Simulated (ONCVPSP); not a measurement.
Reading a pseudo-wave (vanadium)

Columns: radius, all-electron u(r) and pseudo u(r) of the 3d shell (level -5.11 eV) of vanadium in the configuration [Ne] 3s2 3p6 3d3 4s2; revPBE, scalar-relativistic, ONCV scheme, ONCVPSP 4.0.1.

```tsv
r (bohr)	all-electron	pseudo
0.118	0.0580	0.0048
0.235	0.2314	0.0359
0.353	0.4293	0.1119
0.470	0.5923	0.2348
0.588	0.7093	0.3952
0.705	0.7792	0.5673
0.822	0.8107	0.7251
0.940	0.8137	0.8460
1.058	0.7969	0.9139
1.175	0.7680	0.9268
1.292	0.7318	0.8940
1.410	0.6915	0.8298
1.528	0.6499	0.7514
1.645	0.6089	0.6734
1.763	0.5687	0.6036
1.880	0.5308	0.5462
1.998	0.4946	0.4997
2.115	0.4611	0.4621
2.232	0.4298	0.4298
2.350	0.4004	0.4004
2.468	0.3732	0.3732
2.585	0.3480	0.3480
2.702	0.3246	0.3245
2.820	0.3025	0.3025
2.938	0.2819	0.2819
3.055	0.2628	0.2628
```

(1) How many radial nodes do the two functions have?

(2) At about which radius was the pseudo-wave matched?

(3) Where does each function peak?

(4) Is the pseudo-wave norm-conserving?

Results:

(1) The all-electron 3d function has n − l − 1 = 0; the pseudo-wave has 0.

(2) 2.35 bohr. The columns agree to 0.0005 from 2.23 bohr on; several derivatives are matched, so the curves merge somewhat inside the radius.

(3) Outermost all-electron maximum near 0.94 bohr, pseudo maximum near 1.18 bohr (to the table’s step).

(4) Yes: the ONCV scheme keeps the norm inside the radius equal to the all-electron one, which fixes the energy derivative of the logarithmic derivative at the level.
